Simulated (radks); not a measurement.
These are the eigenvalues of the occupied orbitals of an atom or ion with whole-number occupations (eV). All-electron calculation, scalar-relativistic Kohn-Sham, LDA (Slater exchange, Perdew-Wang correlation), spin-polarised, spherical densities, finite nucleus; Fermi nuclear charge, rms radius of each element as measured or else 0.836 A^(1/3) + 0.57 fm. Program: a radial shooting solver on a logarithmic mesh with Libxc functionals.

| orbital | eigenvalue |
|---|---|
| 1s down | -50060.86 |
| 1s up | -50060.85 |
| 2s up | -8277.946 |
| 2s down | -8277.809 |
| 2p up | -7372.196 |
| 2p down | -7372.095 |
| 3s up | -1845.834 |
| 3s down | -1843.100 |
| 3p up | -1565.120 |
| 3p down | -1562.408 |
| 3d up | -1193.114 |
| 3d down | -1190.982 |
| 4s up | -384.2067 |
| 4s down | -378.1602 |
| 4p up | -291.5933 |
| 4p down | -285.6111 |
| 4d up | -163.3574 |
| 4d down | -157.4902 |
| 5s up | -64.9342 |
| 5s down | -61.6299 |
| 5p up | -42.1485 |
| 5p down | -39.4914 |
| 4f up | -24.5421 |
| 5d up | -15.9628 |

Which element is it, and in what charge state? The configuration may be excited. Open shells, if any, are filled with parallel spins first.

Answer. Z = 64, gadolinium, charge +2: Gd2+ in [Xe] 4f7 5d1. The list shows which subshells hold electrons but not how many an open one holds; the 1s level, -1839.7 hartree, gives Z - s = 60.7 by -(Z - s)^2/2, which with screening and relativity narrows Z to a few neighbours, and the depths of the outer levels then fix element, charge and occupations together.
